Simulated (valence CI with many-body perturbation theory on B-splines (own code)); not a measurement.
Gd³³⁺: electric-dipole lines

Calculated by valence CI with perturbative core correlation (CI+MBPT): three valence electrons over a frozen Dirac-Fock core [Ar] 3d10, a basis of 11 s, 11 p, 9 d, 7 f, 5 g, 2 h, 1 i functions for each j, with the one-electron correlation potential Σ1, the two-electron term Σ2, the three-electron term Σ3, Breit, model QED; selected CI, second order for the rest (own B-spline code, finite nucleus).

No measured spectrum was set against this ion. As an estimate, large intervals hold to a few tenths of a per cent, small ones and those within an open d or f shell to about a per cent.

Lines 51 to 100 of 273 in falling wavelength, among levels below 3180.2 × 10³ cm⁻¹, chosen from the strongest by gf and those to the six lowest levels. Wavelengths and rates use the calculated energies. Electric multipoles are in the length gauge, E1 and E2 with the static RPA response of the core. Weak lines are less certain than strong ones. Lines between different terms over intervals too small for the method are left out, as are lines whose strength nearly cancels. The highest levels of a list are the least certain.

Levels are named by their leading jj configuration (3d3/2^4 stands for four electrons in 3d with j = 3/2), which in mixed levels can hold well under half, so a name can repeat and another be missing. Letters in brackets count levels of one name in rising energy.

```tsv
λ vac (Å)	Upper	Lower	A (s⁻¹)	S (a.u.)
147.5	(4p1/2^2 4d5/2) J=5/2	(4s 4p1/2 4d3/2) J=3/2 [b]	8.69e+09	8.26e-02
145.9	(4p1/2 4p3/2 4d5/2) J=5/2 [a]	(4p3/2^3) J=3/2	8.47e+09	7.79e-02
145.0	(4p1/2 4p3/2 4d3/2) J=3/2 [b]	(4s 4p3/2 4d3/2) J=5/2 [a]	9.55e+09	5.75e-02
142.7	(4p1/2^2 4d3/2) J=3/2	(4s 4p1/2 4d3/2) J=3/2 [a]	1.12e+10	6.40e-02
139.0	(4p1/2 4p3/2 4d5/2) J=3/2 [a]	(4s 4p3/2 4d3/2) J=5/2 [a]	1.22e+10	6.44e-02
138.8	(4s 4p1/2 4d5/2) J=5/2 [a]	(4s 4p3/2^2) J=5/2	7.36e+09	5.83e-02
138.3	(4p1/2^2 4p3/2) J=3/2	(4s 4p1/2 4p3/2) J=3/2 [a]	1.20e+10	6.27e-02
120.0	(4s 4p1/2 4d3/2) J=3/2 [a]	(4s 4p1/2 4p3/2) J=3/2 [b]	6.49e+09	2.21e-02
116.1	(4s 4p1/2 4d3/2) J=5/2	(4s 4p1/2 4p3/2) J=3/2 [b]	2.00e+09	9.25e-03
115.3	(4s 4p1/2 4p3/2) J=3/2 [a]	(4s^2 4p1/2) J=1/2	6.24e+08	1.89e-03
112.4	(4s 4p3/2^2) J=5/2	(4s^2 4p3/2) J=3/2	1.08e+10	4.56e-02
111.1	(4p1/2 4p3/2 4d5/2) J=5/2 [b]	(4s 4p1/2 4d5/2) J=3/2	2.22e+10	9.00e-02
111.0	(4p1/2 4p3/2^2) J=3/2	(4s 4p1/2 4p3/2) J=3/2 [b]	8.38e+09	2.27e-02
110.3	(4p1/2 4p3/2 4d3/2) J=5/2 [a]	(4p1/2 4p3/2^2) J=5/2	2.00e+10	7.95e-02
109.9	(4s 4p1/2 4d3/2) J=3/2 [a]	(4s 4p1/2 4p3/2) J=5/2	6.63e+09	1.74e-02
109.0	(4p1/2 4p3/2 4d5/2) J=7/2 [b]	(4s 4p1/2 4d5/2) J=5/2 [b]	2.87e+10	1.47e-01
108.5	(4p1/2 4p3/2^2) J=5/2	(4s 4p1/2 4p3/2) J=3/2 [b]	7.51e+09	2.84e-02
108.2	(4s 4p3/2 4d5/2) J=7/2 [b]	(4s^2 4d5/2) J=5/2	8.07e+10	4.04e-01
108.1	(4s 4p3/2 4d3/2) J=5/2 [b]	(4s 4p3/2^2) J=3/2	3.83e+10	1.43e-01
107.7	(4p3/2^3) J=3/2	(4s^2 4d3/2) J=3/2	2.06e+10	5.09e-02
107.4	(4p1/2 4p3/2 4d5/2) J=7/2 [a]	(4s 4p1/2 4d5/2) J=5/2 [a]	4.58e+10	2.24e-01
106.6	(4s 4p1/2 4d3/2) J=5/2	(4s 4p1/2 4p3/2) J=5/2	4.91e+07	1.76e-04
106.5	(4p1/2^2 4d3/2) J=3/2	(4p1/2^2 4p3/2) J=3/2	2.61e+10	6.21e-02
105.0	(4p1/2 4p3/2 4d5/2) J=9/2	(4s 4p1/2 4d5/2) J=7/2	4.34e+10	2.47e-01
104.4	(4s 4p1/2 4d3/2) J=1/2	(4s 4p1/2 4p3/2) J=3/2 [b]	3.74e+09	4.20e-03
104.0	(4s 4p1/2 4d3/2) J=3/2 [b]	(4s 4p1/2 4p3/2) J=3/2 [b]	1.00e+10	2.23e-02
104.0	(4s 4p1/2 4d3/2) J=3/2 [a]	(4s 4p1/2 4p3/2) J=3/2 [a]	1.24e+08	2.75e-04
103.5	(4p1/2 4p3/2 4d3/2) J=5/2 [a]	(4s 4p1/2 4d3/2) J=5/2	2.07e+10	6.79e-02
103.4	(4p1/2 4p3/2 4d5/2) J=1/2	(4s 4p1/2 4d5/2) J=3/2	7.75e+10	8.45e-02
103.2	(4s 4p3/2 4d3/2) J=1/2 [b]	(4s 4p3/2^2) J=3/2	4.12e+10	4.47e-02
102.9	(4p1/2 4p3/2^2) J=1/2	(4s 4p1/2 4p3/2) J=1/2	4.01e+10	4.31e-02
102.5	(4p1/2 4p3/2 4d3/2) J=5/2 [b]	(4s 4p1/2 4d3/2) J=3/2 [b]	3.14e+10	9.99e-02
102.4	(4s 4p1/2 4d5/2) J=5/2 [a]	(4s 4p1/2 4p3/2) J=3/2 [b]	3.97e+09	1.26e-02
102.4	(4s 4p3/2 4d3/2) J=3/2 [b]	(4s^2 4d3/2) J=3/2	1.17e+11	2.49e-01
102.3	(4p1/2 4p3/2^2) J=3/2	(4s 4p1/2 4p3/2) J=5/2	2.31e+10	4.88e-02
101.7	(4p1/2 4p3/2 4d3/2) J=3/2 [b]	(4s 4p1/2 4d3/2) J=1/2	1.96e+10	4.07e-02
101.7	(4p1/2 4p3/2 4d5/2) J=5/2 [a]	(4s 4p1/2 4d5/2) J=7/2	2.71e+10	8.43e-02
101.4	(4p1/2 4p3/2 4d3/2) J=7/2	(4s 4p1/2 4d3/2) J=5/2	3.61e+10	1.48e-01
101.3	(4p1/2 4p3/2 4d3/2) J=3/2 [a]	(4s 4p1/2 4d3/2) J=5/2	5.66e+10	1.16e-01
101.3	(4s^2 4d3/2) J=3/2	(4s^2 4p3/2) J=3/2	5.60e+10	1.15e-01
101.0	(4s 4p1/2 4d3/2) J=5/2	(4s 4p1/2 4p3/2) J=3/2 [a]	2.86e+08	8.75e-04
100.9	(4p1/2 4p3/2 4d5/2) J=3/2 [b]	(4s 4p1/2 4d5/2) J=5/2 [b]	1.13e+11	2.29e-01
100.6	(4p1/2 4p3/2 4d3/2) J=5/2 [a]	(4s 4p1/2 4d3/2) J=3/2 [a]	3.12e+10	9.38e-02
100.5	(4s 4p1/2 4p3/2) J=3/2 [b]	(4s^2 4p1/2) J=1/2	1.18e+11	2.37e-01
100.4	(4p1/2 4p3/2^2) J=1/2	(4s 4p1/2 4p3/2) J=3/2 [b]	1.73e+11	1.73e-01
100.2	(4p1/2 4p3/2 4d5/2) J=7/2 [b]	(4s 4p1/2 4d5/2) J=7/2	3.38e+10	1.34e-01
100.2	(4p1/2 4p3/2^2) J=5/2	(4s 4p1/2 4p3/2) J=5/2	6.46e+10	1.93e-01
99.49	(4s 4p3/2 4d3/2) J=5/2 [b]	(4s^2 4d3/2) J=3/2	4.21e+10	1.23e-01
99.34	(4s 4p3/2 4d3/2) J=7/2	(4s 4p3/2^2) J=5/2	1.52e+10	5.88e-02
99.17	(4p1/2^2 4p3/2) J=3/2	(4s 4p1/2^2) J=1/2	7.52e+10	1.45e-01
```
